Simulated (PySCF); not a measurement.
# MBr cations for M along the alkali metals

PBE0 with double-zeta basis sets in PySCF, for the lowest determinant that a PBE0 search found; no spin–orbit coupling. De refers to high-spin ground-configuration atoms (the charge goes to the atom of lower measured ionisation energy or higher electron affinity, which is not always the lowest computed limit). A positive dipole points towards Br; it is taken about the centre of mass and depends on that origin.

| M | basis | charged atom | state (unpaired electrons) | Re (Å) | ωe (cm⁻¹) | De (eV) | μ (D) |
| --- | --- | --- | --- | --- | --- | --- | --- |
| Li | jorge-DZP-DKH | Li+ | doublet (π ↑) | 2.673 | 273 | 0.59 | -10.12 |
| Na | def2-SVP | Na+ | doublet (π ↑) | 2.955 | 135 | 0.41 | -9.47 |
| K | x2c-SVPall | K+ | doublet (π ↑) | 3.418 | 83.2 | 0.28 | -9.78 |
| Cs | def2-SVP | Cs+ | doublet (π ↑) | 3.809 | 52.6 | 0.21 | -5.71 |

**Question.** By what factor does the harmonic wavenumber vary along the series?

**Answer.** At PBE0 it runs from 52.6 cm⁻¹ (CsBr⁺) to 273 cm⁻¹ (LiBr⁺), a factor of 5.19.

The rows differ in basis set, which adds steps of its own.

Down a group the atoms grow and get heavier, so bonds lengthen and wavenumbers fall; this series shows no clear exception.

Weak bonds: CsBr⁺, KBr⁺, NaBr⁺. Basis-set superposition, not corrected here, can be much of De in a small basis, most of all at correlated wavefunction levels. Spin–orbit coupling is left out, which matters for elements this heavy, above all for dissociation energies. For an ion De counts to the pair picked by the measured ionisation energies or electron affinities, which need not be the lowest pair at this level. States were picked by a PBE0 search and need not be the measured ground states.
